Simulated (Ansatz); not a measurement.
Born–Oppenheimer molecular dynamics of FH3O3Ti (8 atoms, charge 0, multiplicity 1). It starts from a relaxed structure.

Theory: RKS PBE-D4/def2-SVP (Ansatz).

```json
{"ensemble": "NVE (velocity Verlet)", "time step": "0.5 fs", "steps asked": "250", "starting velocities drawn for": "500 K", "seed": "259524"}
```

Frames 5 fs apart, positions in Å, forces in eV/Å.

Velocities at 35 fs (Å/ps):

```
Ti 0.06 -0.08 2.21
F 1.15 2.40 -2.57
O 0.41 -1.25 1.20
H 0.92 6.85 -20.98
O -1.68 -4.54 0.62
H 7.53 13.09 -6.86
O -0.47 2.27 -2.72
H -5.49 -5.56 -14.59
```

```xyz
8
Properties=species:S:1:pos:R:3:forces:R:3 time_fs=35 energy_less_start_eV=0.275 T=145
Ti -0.061 -0.130 -0.004 0.41 2.01 1.86
F 0.110 0.284 1.736 -0.37 -0.77 -0.50
O 1.649 -0.016 -0.474 0.47 -0.25 -0.46
H 2.068 -0.437 -1.238 0.19 -0.10 -0.20
O -0.847 1.402 -0.517 -0.23 -0.02 -0.46
H -1.567 1.525 -1.159 -0.02 -0.01 -0.02
O -0.960 -1.526 -0.602 -0.42 -0.75 -0.17
H -1.667 -2.098 -0.263 -0.03 -0.11 -0.05
8
Properties=species:S:1:pos:R:3:forces:R:3 time_fs=40 energy_less_start_eV=0.237 T=195
Ti -0.060 -0.125 0.011 0.36 1.34 0.91
F 0.114 0.291 1.721 -0.29 -0.62 0.15
O 1.657 -0.027 -0.476 0.34 -0.32 -0.49
H 2.053 -0.377 -1.292 0.07 -0.01 -0.05
O -0.857 1.380 -0.518 -0.29 0.22 -0.45
H -1.526 1.586 -1.192 0.02 -0.06 -0.01
O -0.966 -1.521 -0.616 -0.15 -0.45 -0.05
H -1.678 -2.122 -0.348 -0.04 -0.09 0.00
8
Properties=species:S:1:pos:R:3:forces:R:3 time_fs=45 energy_less_start_eV=0.225 T=210
Ti -0.057 -0.115 0.031 0.20 0.32 -0.61
F 0.114 0.291 1.709 -0.17 -0.36 1.05
O 1.670 -0.043 -0.485 0.20 -0.44 -0.81
H 2.049 -0.312 -1.354 -0.23 0.16 0.50
O -0.872 1.361 -0.525 -0.27 0.36 -0.36
H -1.483 1.633 -1.229 0.02 -0.09 -0.03
O -0.975 -1.523 -0.630 0.04 -0.10 0.27
H -1.689 -2.159 -0.439 0.20 0.16 -0.01
8
Properties=species:S:1:pos:R:3:forces:R:3 time_fs=50 energy_less_start_eV=0.251 T=177
Ti -0.053 -0.102 0.047 0.07 -0.44 -1.84
F 0.111 0.286 1.709 -0.08 -0.17 1.63
O 1.684 -0.063 -0.502 -0.75 -0.05 0.68
H 2.028 -0.239 -1.378 0.27 -0.16 -0.76
O -0.891 1.348 -0.538 -0.12 0.33 -0.18
H -1.436 1.658 -1.276 -0.01 -0.09 -0.09
O -0.982 -1.525 -0.641 0.78 0.72 0.42
H -1.679 -2.181 -0.524 -0.17 -0.14 0.13
8
Properties=species:S:1:pos:R:3:forces:R:3 time_fs=55 energy_less_start_eV=0.245 T=185
Ti -0.049 -0.091 0.055 -0.03 -0.65 -1.94
F 0.108 0.278 1.729 -0.08 -0.17 1.34
O 1.690 -0.086 -0.517 -0.29 -0.18 -0.89
H 2.018 -0.174 -1.453 -0.39 0.06 0.95
O -0.911 1.339 -0.553 -0.02 0.30 -0.15
H -1.387 1.658 -1.338 0.04 -0.14 0.02
O -0.980 -1.519 -0.645 0.52 0.48 0.56
H -1.673 -2.203 -0.585 0.25 0.29 0.11
8
Properties=species:S:1:pos:R:3:forces:R:3 time_fs=60 energy_less_start_eV=0.191 T=255
Ti -0.044 -0.084 0.054 -0.04 -0.35 -0.95
F 0.103 0.269 1.766 -0.15 -0.33 0.31
O 1.688 -0.111 -0.536 -1.02 0.01 1.02
H 1.970 -0.110 -1.448 0.31 -0.04 -0.96
O -0.932 1.335 -0.570 0.22 0.15 0.01
H -1.332 1.628 -1.404 -0.02 -0.10 -0.05
O -0.967 -1.503 -0.641 0.86 0.77 0.49
H -1.644 -2.190 -0.618 -0.16 -0.11 0.13
8
Properties=species:S:1:pos:R:3:forces:R:3 time_fs=65 energy_less_start_eV=0.161 T=293
Ti -0.040 -0.078 0.047 -0.03 0.24 0.36
F 0.097 0.255 1.806 -0.21 -0.47 -0.69
O 1.675 -0.136 -0.551 -0.23 0.18 -0.85
H 1.943 -0.057 -1.502 -0.19 -0.13 0.82
O -0.949 1.333 -0.588 0.30 0.12 -0.09
H -1.280 1.571 -1.472 -0.02 -0.11 0.08
O -0.944 -1.479 -0.631 0.29 0.03 0.29
H -1.624 -2.173 -0.623 0.09 0.14 0.09
8
Properties=species:S:1:pos:R:3:forces:R:3 time_fs=70 energy_less_start_eV=0.176 T=274
Ti -0.036 -0.071 0.043 0.05 0.88 1.43
F 0.088 0.235 1.838 -0.23 -0.50 -1.30
O 1.657 -0.159 -0.570 -0.27 0.13 0.28
H 1.909 -0.022 -1.490 0.23 -0.01 -0.45
O -0.962 1.333 -0.607 0.41 0.06 -0.07
H -1.235 1.491 -1.528 -0.08 -0.04 0.05
O -0.916 -1.453 -0.615 -0.08 -0.53 0.00
H -1.600 -2.139 -0.605 -0.02 0.02 0.06
8
Properties=species:S:1:pos:R:3:forces:R:3 time_fs=75 energy_less_start_eV=0.195 T=249
Ti -0.032 -0.059 0.045 0.06 1.23 1.83
F 0.076 0.209 1.854 -0.20 -0.42 -1.40
O 1.635 -0.179 -0.590 0.28 0.28 -0.39
H 1.907 -0.004 -1.511 0.06 -0.11 0.14
O -0.969 1.333 -0.627 0.43 0.04 -0.09
H -1.209 1.400 -1.569 -0.12 0.01 0.06
O -0.889 -1.435 -0.600 -0.32 -0.90 -0.22
H -1.583 -2.104 -0.574 -0.18 -0.14 0.05
8
Properties=species:S:1:pos:R:3:forces:R:3 time_fs=80 energy_less_start_eV=0.168 T=284
Ti -0.027 -0.042 0.057 -0.04 0.93 1.29
F 0.061 0.178 1.853 -0.13 -0.25 -1.00
O 1.617 -0.195 -0.614 0.54 0.37 -0.51
H 1.927 -0.005 -1.524 -0.06 -0.14 0.35
O -0.970 1.335 -0.648 0.39 0.05 -0.09
H -1.212 1.312 -1.593 -0.12 0.06 0.10
O -0.868 -1.431 -0.588 -0.71 -1.20 -0.19
H -1.590 -2.082 -0.530 0.15 0.18 0.04
8
Properties=species:S:1:pos:R:3:forces:R:3 time_fs=85 energy_less_start_eV=0.134 T=328
Ti -0.023 -0.020 0.074 -0.15 0.06 -0.15
F 0.045 0.144 1.840 -0.05 -0.03 -0.14
O 1.605 -0.207 -0.641 0.04 0.21 0.75
H 1.951 -0.026 -1.516 0.27 0.10 -0.68
O -0.964 1.337 -0.671 0.33 0.06 0.09
H -1.244 1.237 -1.599 -0.12 0.07 0.02
O -0.854 -1.442 -0.578 -0.03 -0.31 -0.02
H -1.596 -2.048 -0.474 -0.29 -0.16 0.13
8
Properties=species:S:1:pos:R:3:forces:R:3 time_fs=90 energy_less_start_eV=0.165 T=288
Ti -0.019 0.002 0.091 -0.16 -0.82 -1.83
F 0.029 0.109 1.825 0.01 0.16 0.93
O 1.597 -0.214 -0.664 0.53 0.51 -0.49
H 1.996 -0.046 -1.556 -0.46 -0.15 0.85
O -0.954 1.340 -0.692 0.15 0.09 0.08
H -1.303 1.180 -1.590 -0.03 0.09 0.12
O -0.844 -1.460 -0.568 -0.28 -0.15 0.27
H -1.628 -2.017 -0.394 0.23 0.27 0.07
```

Of the whole run (125 fs, mean temperature of the second half 265 K): The conserved energy stayed within 0.062 meV per atom of its start (net change 0.047 meV per atom), so the integration is sound. Over the second half the temperature averaged 0.53 of the 500 K drawn at the start: a run that starts near a minimum puts about half its kinetic energy into the potential. A run of 0.12 ps of so small a system gives no equilibrium averages.

Time of the run: 4.1 min on 4 threads of Arm Neoverse V2, with other jobs on the host, peak memory 0.15 GiB.
